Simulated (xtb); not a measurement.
ClH7Si3, SMILES [SiH3][SiH2][SiH2]Cl. All values are semi-empirical tight-binding results from xtb (GFN2-xTB unless named), good for trends rather than for accurate numbers. The structure is a stationary point at GFN2-xTB. Other conformers were not sampled.

Estimate the properties. (An estimate is asked for; the answer gives what the named calculation found.)


| Item | Result |
|---|---|
| orbital gap | 3.91 eV |
| dipole moment | 1.74 D |
| zero-point energy | 36.0 kcal/mol |
| G − E(el) at 298.15 K (modified RRHO) | 14.4 kcal/mol |
| static polarisability (D4 model) | 100.4 bohr³ |
| solvation energy, GFN2-xTB/ALPB(water) | -1.3 kcal/mol |
| solvation energy, GFN2-xTB/ALPB(acetonitrile) | -3.3 kcal/mol |
